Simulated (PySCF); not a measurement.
C₄H₁₀AlClO (SMILES CC(C)(C)[O][AlH][Cl]), singlet, at a GFN2-xTB geometry (such geometries of metal compounds can be far from the true shape), atoms displaced at random by about 0.08 Å a coordinate; PBE/STO-3G, gradient in PySCF.

PySCF was given this input:
```python
from pyscf import gto, scf, dft

mol = gto.Mole()
mol.atom = '''
    Al    1.511767   -0.287454    0.958330
    Cl    0.763648   -0.786648    2.864127
    H     2.518929   -0.059763    0.498091
    O     0.126790    0.191640   -0.418353
    C    -0.672811    0.437155   -1.405078
    C    -1.818271    1.512565   -0.941025
    C     0.264380    0.805736   -2.537667
    C    -1.386380   -1.081728   -1.801032
    H    -2.403115    1.688520   -1.816768
    H    -1.165572    2.329558   -0.581642
    H    -2.275542    1.139109   -0.347903
    H     0.722485    1.742185   -2.354977
    H    -0.582925    1.102850   -3.382374
    H     0.985743   -0.052717   -2.776992
    H    -2.092342   -1.187950   -0.852357
    H    -0.652610   -1.615452   -1.977720
    H    -2.058246   -0.724430   -2.652242
'''
mol.basis = 'sto-3g'
mol.charge = 0
mol.spin = 0
mol.verbose = 3
mol.build()

mf = dft.RKS(mol)
mf.xc = 'pbe'
mf.conv_tol = 1e-4
mf.kernel()
g = mf.nuc_grad_method()
grad = g.kernel()
```

Output, abridged:

```
converged SCF energy = -924.541076633767
--------------- RKS gradients ---------------
         x                y                z
0 Al     0.3902379800     0.0353565645    -0.0419244086
1 Cl    -0.0048486940    -0.0024799034     0.0091846294
2 H    -0.2986016813    -0.0626067645     0.1238517413
3 O    -0.1536222079     0.0444557249    -0.2082071177
4 C     0.0521744410     0.0524338913     0.0175611085
5 C    -0.2798988008    -0.1650464773     0.3173344004
6 C     0.0784578861    -0.0043737054     0.1031155766
7 C     0.2321392106    -0.2220088816    -0.0674516124
8 H     0.0151025225    -0.0213394343     0.0179169931
9 H     0.0200191130    -0.0080514078     0.0027964635
10 H     0.2387079030     0.1909613653    -0.3183669647
11 H    -0.0301074893    -0.0303970476    -0.0112216242
12 H    -0.0609235415     0.0243180309    -0.0199857055
13 H     0.0206688106    -0.0259918776     0.0014567420
14 H    -0.0378963388     0.0186898195     0.0435733466
15 H    -0.1638474698     0.1450849338     0.0417107206
16 H    -0.0177975304     0.0310290334    -0.0114225395
----------------------------------------------
```
